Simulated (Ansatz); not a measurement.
`F[SiH]1BC1` + `N#CCBr` → `Br[SiH]1BC1` + `N#CCF` at 700 K and 1 bar (formal exchange of groups at the Si–F bond).

Computed with Ansatz on PBE0-D4/def2-TZVP structures; ΔE is electronic, products minus reactants. CCSD(T)/CBS is the MP2 limit (def2-TZVPP, def2-QZVPP) plus CCSD(T) − MP2 in def2-TZVPP, frozen cores. For Br outer-core shells are correlated without core-valence functions, which leaves a few kJ/mol of doubt a bond. Scalar relativity is left out up to krypton.

```csv
species,CCSD(T)/CBS energy (Eh),H − E (kJ/mol),S (J/(mol·K))
`F[SiH]1BC1`,-454.11214,189.6,389.3
`N#CCBr`,-2705.30005,142.2,363.4
`Br[SiH]1BC1`,-2927.63016,188.5,417.8
`N#CCF`,-231.76125,144.9,336.6
```

H − E and S are ideal-gas, rigid-rotor, harmonic terms from PBE0-D4/def2-TZVP, for one conformer and one mirror image of each species. 1 Eh = 2625.50 kJ/mol, R = 8.31446 J/(mol·K).

By hand: ΔE, ΔH, ΔS and ΔG.

ΔE = (-2927.63016) + (-231.76125) − (-454.11214) − (-2705.30005) = 0.02078 Eh = 54.6 kJ/mol. Δ(H − E) = 188.5 + 144.9 − 189.6 − 142.2 = 1.6, so ΔH = 56.2 kJ/mol. ΔS = 417.8 + 336.6 − 389.3 − 363.4 = 1.7 J/(mol·K). ΔG = 56.2 − 700 × (1.7)/1000 = 55.0 kJ/mol.

By hand: the equilibrium constant, and the temperature at which ΔG would vanish if ΔH and ΔS stayed fixed.

log₁₀ K = −ΔG/(RT ln 10) = -4.1. ΔG = 0 at ΔH/ΔS = 33059 K, far beyond where these terms or the molecules hold.

The number of gas molecules stays the same, so ΔS is small and ΔH decides. A doubt of 5 kJ/mol in ΔE shifts log₁₀ K by 0.4 here. Other conformers and mirror images would add mixing entropy, several J/(mol·K) or more a flexible species. These are equilibria of isolated gas molecules and say nothing of rates. Largest T1 diagnostic: 0.014 (customary marks: 0.02 for closed shells, 0.045 for open ones).
